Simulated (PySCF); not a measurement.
**Correlation energy of P⁻ (phosphorus, charge -1)**

[Ne] 3s2 3p4, high-spin 3P determinant. Calculation: PySCF 2.14, in aug-cc-pV(T+d)Z (6s5p4d2f, 55 functions); the non-relativistic Hamiltonian (point nucleus). Frozen: [Ne]; 6 electrons correlated.

MP2 pair energies summed by pair of shells (mhartree):

```tsv
pair	energy	share (%)
3s-3p	-52.63	46.4
3p-3p	-50.02	44.1
3s-3s	-10.78	9.5
```

Total MP2 correlation energy: -113.42 mhartree.

Same-spin part -26.85 and opposite-spin part -86.57 mhartree; SCS-MP2 scales them by 1/3 and 6/5 to -112.83 mhartree.
